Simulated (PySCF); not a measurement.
## TDDFT excited states: C7H4BrFO

C₇H₄BrFO.
SMILES: `O=C(F)c1ccc(Br)cc1`

Theory: TDDFT PBE0/def2-SVPD, vertical, gas phase, core orbitals frozen in the response (PySCF). The structure is a single PBE0-D3(BJ)/def2-SVP conformer in the gas phase; no vibrational or solvent corrections. Relativistic effects, spin–orbit coupling among them, are left out although an element past zinc is present. Torsions of this conformer, `[O:1]=[C:2]([F:3])[c:4]1[cH:5][cH:6][c:7]([Br:8])[cH:9][cH:10]1`: O1–C2–C4–C5 -1°.

```csv
state,λ (nm),E (eV),f,"main configurations (H = HOMO, L = LUMO)"
S1,252.4,4.91,0.052,"H-1→L (59%), H→L+1 (28%), H→L (12%)"
S2,252.3,4.91,0.342,H→L (84%)
S3,239.3,5.18,0.0002,H-3→L (87%)
S4,225.2,5.50,0.0000,H-2→L (91%)
S5,211.7,5.86,0.0002,H→L+2 (97%)
S6,209.1,5.93,0.116,"H→L+1 (64%), H-1→L (29%)"
```

The lowest singlet comes at 252 nm (474 kJ/mol) in the ultraviolet; it is of moderate strength; its leading configuration is HOMO-1→LUMO (59%). The most intense listed level is S2 at 4.91 eV (252 nm, f = 0.342), 0.00 eV above S1. S1/S2 lie within about 0.01 eV of each other. Löwdin shares by element: HOMO carbon 39% or more, bromine 37% (atoms not listed hold the other 24%); LUMO carbon 44% or more, oxygen 14% (atoms not listed hold the other 42%). The listed states span 1.02 eV, and the widest gap between neighbours is 0.35 eV (S4 to S5). The oscillator strengths of these states sum to 0.511; summed over the whole spectrum of an exact calculation they would give the number of electrons, 98 (Thomas–Reiche–Kuhn). Of the 6 states listed, 3 reach f = 0.01 and 3 stay under 0.0005. Only the lowest 6 singlets were computed, as vertical energies without vibronic structure.
